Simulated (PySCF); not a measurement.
Method: PBE-D3(BJ)/def2-TZVP // PBE0-D3(BJ)/def2-SVP (PySCF). All species are isolated molecules in the gas phase. One relaxed conformer stands for a flexible species; it need not be the lowest. Delta-SCF ions had no search for a lower state. 

Reference species (SMILES): `c1occ(S)c1B` (neutral, multiplicity 1).

The vertical ionisation energy (Delta-SCF) comes out as 8.24 eV. The HOMO is -5.40 eV.

Changed species: `c1(B)occc1S`.

Task: What does the change do to the vertical ionisation energy (Delta-SCF) and HOMO?

Result: the vertical ionisation energy (Delta-SCF) rises by 0.25 eV, to 8.49 eV; the HOMO falls by 0.32 eV, to -5.72 eV.
